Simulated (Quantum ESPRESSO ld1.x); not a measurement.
The numbers below are computed, except where a source is named.
Species: Ba3+. Configuration: [Kr] 4d10 5s2 5p3 6s2 (not the ground configuration). Level of theory: scalar-relativistic Kohn-Sham, LDA (Slater exchange, Perdew-Zunger correlation), spin-polarised, spherical densities, point nucleus; open shells are filled with parallel spins first (ld1.x of Quantum ESPRESSO 7.5). Some entries of the table are withheld. Estimate them.

orbital  occ.  eigenvalue (Ry)  r(max) (bohr)
1s up       1       -2738.4848          0.017
1s down     1       -2738.4691          0.017
2s up       1        -435.2432          0.093
2s down     1        -435.2340          0.093
2p up       3        -390.7813          0.075
2p down     3        -390.7683          0.075
3s up       1         -93.9979          0.267
3s down     1         -93.9840          0.267
3p up       3         -79.7417          0.260
3p down     3         -79.7266          0.260
3d up       5         -58.9786          0.215
3d down     5         -58.9643          0.215
4s up       1         -20.5846          0.623
4s down     1         -20.5557          0.623
4p up       3         -15.9760          0.653
4p down     3         -15.9442          0.653
4d up       5          -9.2792          0.697
4d down     5          -9.2358          0.697
5s up       1          -4.9577           1.43
5s down     1          -4.7744           1.43
5p up       3          -3.7374            (1)
5p down     0          -3.5528            (2)
5d up       0          -2.1229           2.02
5d down     0          -1.9827           2.07
6s up       1              (3)           3.14
6s down     1              (4)           3.19
6p up       0          -1.3916           3.59
6p down     0          -1.3639           3.65

Answer. 
(1) 5p up r(max) (bohr): 1.60
(2) 5p down r(max) (bohr): 1.59
(3) 6s up eigenvalue (Ry): -1.7520
(4) 6s down eigenvalue (Ry): -1.7116
